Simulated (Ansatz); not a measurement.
Reaction (SMILES): CCC(C)CC + 4 C (CH4) -> 5 CC (C2H6)
Structures are relaxed separately at B3LYP-D3(BJ)/def2-TZVP in Ansatz (a program for electronic structure), one conformer each, not searched for the lowest.

Wanted: bond separation energy (electronic energy difference), in kcal/mol. Correlated levels leave the core frozen unless marked. No spin-orbit coupling. Non-relativistic. CBS(X,Y): correlation extrapolated as X^-3; Hartree-Fock from the larger set. The bracket is a focal-point correction in the basis named.

RI-MP2/CBS(cc-pVTZ,cc-pVQZ)+[CCSD(T)-MP2]/cc-pVTZ (Ansatz) gives 9.3 kcal/mol.

Task: Another calculation gave 10.2 kcal/mol. Which level was it?
(A) SVWN5/def2-TZVPD (Ansatz)
(B) HSE06/def2-TZVPD (Ansatz)
(C) PBE-QIDH/def2-TZVPD (Ansatz)
(D) BLYP/def2-TZVPD (Ansatz)

Result: A, SVWN5/def2-TZVPD (Ansatz). The others give 4.5 (HSE06), 7.5 (PBE-QIDH), 1.9 (BLYP) kcal/mol.
